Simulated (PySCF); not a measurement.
Write a Z-matrix for `NBN[SiH3]` as optimised with PBE0-D3(BJ)/def2-SVP.

Z-matrix in Å and degrees, rows numbered from 1:
```
N 
B   1  1.4067
N   2  1.4285  1  123.02
Si  3  1.7429  2  126.21  1  -177.06
H   1  1.0091  2  121.75  3  -179.34
H   1  1.0113  2  124.55  3     0.32
H   2  1.2126  1  118.28  3   179.80
H   3  1.0165  2  117.20  1    -0.83
H   4  1.4987  3  112.91  2   103.73
H   4  1.4970  3  110.08  2  -137.08
H   4  1.4899  3  108.47  2   -16.86
```

B2 (three-coordinate boron) is planar (angles 123.0°, 118.7° and 118.3°, sum 360.0°, 0.00 Å off the plane of its three neighbours). Si4 (SiH3 silicon) is tetrahedral (angles from 106.8° to 112.9°). The B–N distances run from 1.407 Å (N1–B2, drawn single) to 1.428 Å (B2–N3, drawn single), a spread of 0.021 Å. The 4 heavy atoms lie in one plane (0.016 Å rms).

Method: PBE0-D3(BJ)/def2-SVP geometry optimisation, gas phase in PySCF.

Whether it is a minimum is left open (no frequencies). One conformer, not necessarily the lowest (N1–B2–N3–Si4 -177°).
